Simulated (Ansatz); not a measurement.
A structure relaxed at B3LYP/def2-SVPD in Ansatz, charge -1, singlet:

```xyz
9

Cs    1.2636   -5.1003    2.9468
Cs   -2.5031    6.3355   -3.9970
Cs    4.8376   -0.6050   -2.1996
Cs   -0.0473   -3.2735   -2.0757
Cs    0.2241    1.5820   -3.7544
Cs   -4.6375    2.4302    4.9279
Cs    6.0801   -3.7972    1.6102
Cs   -2.6745   -1.6196    1.9766
Cs   -2.5430    4.0480    0.5653
```

Q: Give its formula.

A: the cluster Cs₉⁻.

Q: Summarise the bond lengths by kind (pairs closer than 1.2 times the sum of covalent radii, bridged metal pairs left out).

A: 14 × Cs–Cs 5.10 to 5.84 Å.

In the def2 sets Cs takes a core potential; there is no spin–orbit coupling. The restricted singlet is unstable towards broken spin symmetry in Hartree–Fock (as tested in another run); at B3LYP/def2-SVPD this wasn't settled. Another isomer (singlet) lies 0.36 eV lower at PBE0/def2-TZVPD; other spin states weren't run for this one.
